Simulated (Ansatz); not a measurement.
Abridged output of a molecular run in Ansatz:

```
Functional definition: HF
1418 factors; integrals over basis functions are off by at most 1.0e-3 eV
mean field evaluation 1: about -17106.8676 eV, gradient 2.6e1 eV
mean field evaluation 2: about -17107.0726 eV, gradient 2.6e1 eV
mean field evaluation 4: about -17109.1569 eV, gradient 3.5e0 eV
mean field evaluation 8: about -17109.2307 eV, gradient 3.3e-1 eV
mean field evaluation 16: about -17109.2317 eV, gradient 2.5e-6 eV
mean field -17109.23171026 eV, -628.7526682982 hartree, gradient 2.5e-6 eV, S^2 0.000000; 0 other end points of the search recorded, 0 dependent functions left out
11 core orbitals not correlated: weight in the atoms' cores, before any rotation towards them, 1.000 or more for the frozen orbitals, at most 0.000 for the correlated occupied ones
reference -17109.23171026 eV, -628.7526682982 hartree; 16, 16 occupied and 183, 183 virtual orbitals, 1418 factors
second order -21.79425376 eV of doubles, -0.00000000 eV of singles
cycle   1  -21.77085785 eV  change    2.3e-2 eV  update   1.2e-1
cycle   2  -22.37808818 eV  change   -6.1e-1 eV  update   3.9e-2
cycle   3  -22.50682594 eV  change   -1.3e-1 eV  update   2.2e-2
cycle   4  -22.49256520 eV  change    1.4e-2 eV  update   6.5e-3
cycle   5  -22.48668211 eV  change    5.9e-3 eV  update   3.1e-3
cycle   6  -22.48788403 eV  change   -1.2e-3 eV  update   1.4e-3
cycle   7  -22.48760035 eV  change    2.8e-4 eV  update   6.1e-4
cycle   8  -22.48745311 eV  change    1.5e-4 eV  update   2.7e-4
cycle   9  -22.48764411 eV  change   -1.9e-4 eV  update   1.2e-4
cycle  10  -22.48764757 eV  change   -3.5e-6 eV  update   4.7e-5
cycle  11  -22.48761728 eV  change    3.0e-5 eV  update   2.1e-5
perturbative correction -0.85357004 eV, -0.0313681204 hartree
Total energy: -17132.57289758 eV, -629.6104411112 hartree
```

Its atoms:

Z-matrix (Å, degrees):
```
Si
B 1 1.939
Sn 1 2.683 2 55.3
H 1 1.491 2 132.8 3 -137.7
H 1 1.487 2 108.1 3 74.2
F 2 1.314 1 138.9 3 135.5
H 3 1.702 1 105.3 2 133.9
H 3 1.711 1 130.2 2 -94.7
```

Which basis set was used?
A. def2-TZVPP
B. cc-pV(Q+d)Z
C. def2-TZVPPD
D. def2-SVPD

A. It gives 210 functions.

Write the keys of the input that set method, charge and spin (a neutral closed shell needs none for the last two).


```yaml
correlation: {method: ccsd_t}
```
